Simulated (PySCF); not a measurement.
# Hartree-Fock beside MP2: Cl2FHSi

Calculated results; nothing here was measured. The program is PySCF 2.14.0, an open-source quantum chemistry code, run on an isolated molecule that a program drew, which may never have been made. The molecule is Cl2FHSi (charge 0, singlet), drawn as the SMILES string `F[SiH](Cl)Cl`.

The geometry was optimised and harmonic frequencies were computed with HF and MP2, all in the cc-pV(D+d)Z basis, for the commonest isotopes, with a restricted reference for singlets and an unrestricted one otherwise, and a frozen core in MP2. Each result is a local minimum of its method.

Geometry at the HF minimum:
```xyz
5
Cl2FHSi, angstrom
F    -0.0259   -1.5586    0.0206
Si    0.2498   -0.4966   -1.1364
Cl   -1.4815    0.5035   -1.4974
Cl    0.8439   -1.5118   -2.7930
H     1.2890    0.4220   -0.7001
```

Lengths of the bonds as drawn, in Å (atoms numbered as above):
| bond | HF | MP2 |
|---|---|---|
| F1-Si2 | 1.595 | 1.616 |
| Si2-Cl3 | 2.032 | 2.033 |
| Si2-Cl4 | 2.032 | 2.033 |
| Si2-H5 | 1.454 | 1.461 |

Rotational constants, in GHz:
| constant | HF | MP2 |
|---|---|---|
| A | 4.819 | 4.72 |
| B | 2.444 | 2.446 |
| C | 1.755 | 1.741 |

Harmonic frequencies in cm^-1, each column in rising order, so a row needn't be the same motion in every method:
| rank | HF | MP2 |
|---|---|---|
| 1 | 193 | 185 |
| 2 | 255 | 243 |
| 3 | 318 | 305 |
| 4 | 552 | 541 |
| 5 | 635 | ? |
| 6 | 879 | 840 |
| 7 | 882 | 841 |
| 8 | 948 | 916 |
| 9 | 2452 | 2385 |

**Estimate the missing MP2 frequency from the HF column.**

A single factor s that minimises the squared misfit of MP2 against s times HF over the other rows is sum(HF x MP2) / sum(HF^2) = 0.9688, with an rms misfit of 8 cm^-1. For rank 5 it gives 0.9688 x 635 = 615 cm^-1. The calculation gives 631 cm^-1, 16 cm^-1 above the estimate. The drawn bonds are on average 0.5 % longer in MP2 than in HF.
